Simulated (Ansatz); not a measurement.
Geometry optimisation, RKS PBE0-D4/def2-TZVP in Ansatz 0.2.0.

Input:

```yaml
crystal:
  periodic: [false, false, false]
  atoms:
    - { symbol: "N", position_ang: [-0.35164, 1.17237, -0.70046] }
    - { symbol: Si, position_ang: [-0.08335, -0.31017, -0.14217] }
    - { symbol: O, position_ang: [0.6612, -0.57398, 1.25055] }
    - { symbol: F, position_ang: [-0.36802, -1.80974, -0.60894] }
    - { symbol: H, position_ang: [-0.81826, 1.35932, -1.57403] }
    - { symbol: H, position_ang: [0.96006, 0.16219, 1.77505] }
basis:
  gaussian: { orbitals: def2-TZVP }
hamiltonian:
  xc: pbe0
  dispersion: d4
relax:
  f_tol: 0.015
  max_steps: 40
output:
  orbitals: {}
```

Run as:

```bash
$ ansatz run input.yaml --threads 2 --pin off --max-ram 3072MiB --backend cpu --events-out ev --progress --plain --runs-dir out
```

Problem. Where does it end, and by what steps?

Solution. It converged. After 6 steps the energy has fallen by 0.062 eV; F4 moved furthest, 0.08 Å.

```tsv
step	energy less start (eV)	largest force component (eV/Å)	accepted
0	0.0000	1.326	yes
1	-0.0347	0.678	yes
2	-0.0572	0.245	yes
3	-0.0606	0.262	yes
4	-0.0610	0.083	yes
5	-0.0618	0.016	yes
6	-0.0618	0.008	yes
```

```xyz
6
Properties=species:S:1:pos:R:3
N -0.342 1.127 -0.681
Si -0.073 -0.319 -0.122
O 0.676 -0.585 1.279
F -0.398 -1.761 -0.668
H -0.807 1.327 -1.553
H 0.945 0.212 1.744
```

Run time: 20 s on 2 threads of Arm Neoverse V1, with other jobs on the host, peak memory 0.23 GiB.
